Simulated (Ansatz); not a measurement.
Geometry optimisation, Ansatz, RKS PBE/def2-SVP.

The input (input.yaml):

```yaml
crystal:
  periodic: [false, false, false]
  atoms:
    - { symbol: Zr, position_ang: [0.104362, 0.396707, -0.269926] }
    - { symbol: Cl, position_ang: [1.404303, -0.177686, 3.162327] }
    - { symbol: O, position_ang: [1.488784, -0.851735, -0.769817] }
    - { symbol: H, position_ang: [2.020234, -1.559682, -1.174395] }
    - { symbol: O, position_ang: [-0.82579, 1.113397, -1.793218] }
    - { symbol: H, position_ang: [-1.303925, 1.282773, -2.621226] }
    - { symbol: F, position_ang: [-1.277447, -0.405531, 0.820766] }
    - { symbol: "N", position_ang: [1.017844, 2.117104, 0.699149] }
    - { symbol: H, position_ang: [2.007187, 1.982871, 0.962477] }
    - { symbol: Si, position_ang: [0.585073, 3.82856, 0.659972] }
    - { symbol: H, position_ang: [0.049567, 4.232976, -0.692532] }
    - { symbol: H, position_ang: [-0.475726, 4.177297, 1.679113] }
    - { symbol: H, position_ang: [1.80581, 4.66189, 0.95953] }
    - { symbol: H, position_ang: [0.951423, 0.975357, 2.63938] }
basis:
  gaussian: { orbitals: def2-SVP }
hamiltonian:
  xc: pbe
relax:
  f_tol: 0.03
  max_steps: 50
```

Command:

```bash
$ ansatz run input.yaml --threads 4 --pin off --max-ram 5120MiB --backend cpu --events-out ev --progress --plain --runs-dir out
```

Task: Where does it end, and by what steps?

Result: The forces met the threshold. After 36 steps the energy has fallen by 1.651 eV; H6 moved furthest, 1.69 Å. Parted: Cl2–H14 (1.34 → 2.77 Å). Joined: Zr1–Cl2 (3.71 → 2.43 Å), N8–H14 (2.25 → 1.03 Å).

```json
{"step": "0", "energy less start (eV)": "0.0000", "largest force component (eV/Å)": "0.896", "accepted": "yes"}
{"step": "2", "energy less start (eV)": "-0.1108", "largest force component (eV/Å)": "0.309", "accepted": "yes"}
{"step": "4", "energy less start (eV)": "-0.1540", "largest force component (eV/Å)": "0.198", "accepted": "yes"}
{"step": "6", "energy less start (eV)": "-0.2370", "largest force component (eV/Å)": "0.780", "accepted": "yes"}
{"step": "8", "energy less start (eV)": "-0.4264", "largest force component (eV/Å)": "0.793", "accepted": "yes"}
{"step": "10", "energy less start (eV)": "-0.7366", "largest force component (eV/Å)": "1.223", "accepted": "yes"}
{"step": "12", "energy less start (eV)": "-1.1860", "largest force component (eV/Å)": "1.324", "accepted": "yes"}
{"step": "14", "energy less start (eV)": "-1.3219", "largest force component (eV/Å)": "0.636", "accepted": "yes"}
{"step": "16", "energy less start (eV)": "-1.3925", "largest force component (eV/Å)": "0.286", "accepted": "yes"}
{"step": "18", "energy less start (eV)": "-1.4556", "largest force component (eV/Å)": "0.220", "accepted": "yes"}
{"step": "20", "energy less start (eV)": "-1.5260", "largest force component (eV/Å)": "0.419", "accepted": "yes"}
{"step": "22", "energy less start (eV)": "-1.5732", "largest force component (eV/Å)": "0.328", "accepted": "yes"}
{"step": "24", "energy less start (eV)": "-1.6137", "largest force component (eV/Å)": "0.083", "accepted": "yes"}
{"step": "26", "energy less start (eV)": "-1.6295", "largest force component (eV/Å)": "0.108", "accepted": "yes"}
{"step": "28", "energy less start (eV)": "-1.6299", "largest force component (eV/Å)": "0.593", "accepted": "no"}
{"step": "30", "energy less start (eV)": "-1.6437", "largest force component (eV/Å)": "0.138", "accepted": "yes"}
{"step": "32", "energy less start (eV)": "-1.6468", "largest force component (eV/Å)": "0.133", "accepted": "yes"}
{"step": "34", "energy less start (eV)": "-1.6489", "largest force component (eV/Å)": "0.080", "accepted": "yes"}
{"step": "36", "energy less start (eV)": "-1.6508", "largest force component (eV/Å)": "0.027", "accepted": "yes"}
```

```xyz
14
Properties=species:S:1:pos:R:3
Zr -0.053 0.075 0.348
Cl -0.093 -0.146 2.764
O 1.622 -0.321 -0.618
H 1.815 -1.081 -1.194
O -1.225 1.412 -0.431
H -1.739 1.881 -1.104
F -0.944 -1.561 -0.156
N 1.405 1.999 0.920
H 2.282 1.717 0.455
Si 0.838 3.637 0.433
H 0.686 3.646 -1.058
H -0.450 3.912 1.144
H 1.846 4.688 0.821
H 1.560 1.917 1.937
```

Whether the end is a true minimum wasn't checked by a vibrational analysis.

Time of the run: 99 s on 4 threads of Arm Neoverse V2, with other jobs on the host, peak memory 0.26 GiB.
